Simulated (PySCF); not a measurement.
A GIAO shielding run with PySCF 2.14.0 with density-fitted response routines (density fitting, non-relativistic, gas phase) on SMILES C#C[C@H](CC=C)C(N)=S, C7H9NS:

```
{"job": {"kind": "nmr", "xc": "PBE0", "basis": "pcSseg-1"}, "charge": 0, "multiplicity": 1}
C     -0.745338     0.761351    -2.491341
C     -0.577169     0.712647    -1.306592
C     -0.413869     0.596344     0.129002
C      0.532767    -0.580020     0.477405
C      1.907420    -0.348488    -0.062777
C      2.997480    -0.320898     0.679738
C     -1.735100     0.362649     0.826368
N     -2.659459    -0.329632     0.147215
S     -1.980249     0.848408     2.369679
H     -0.861759     0.835588    -3.531443
H      0.025627     1.518593     0.522722
H      0.566531    -0.687536     1.562723
H      0.119173    -1.497689     0.047715
H      1.961642    -0.193478    -1.132697
H      3.972804    -0.155578     0.254971
H      2.960437    -0.469886     1.746652
H     -3.551677    -0.505647     0.579170
H     -2.528021    -0.540411    -0.830167
```

Hardware: 1 thread of an x86-64 server CPU, shared host. The job also computes population analyses, field gradients.

Q: How large is the calculation?

A: 74 electrons, 205 basis functions and 1076 auxiliary functions.

Q: How long does it take?

A: 47 s of wall time, with 15 SCF cycles and 5 response iterations. Times on a shared host scatter by some tens of per cent.
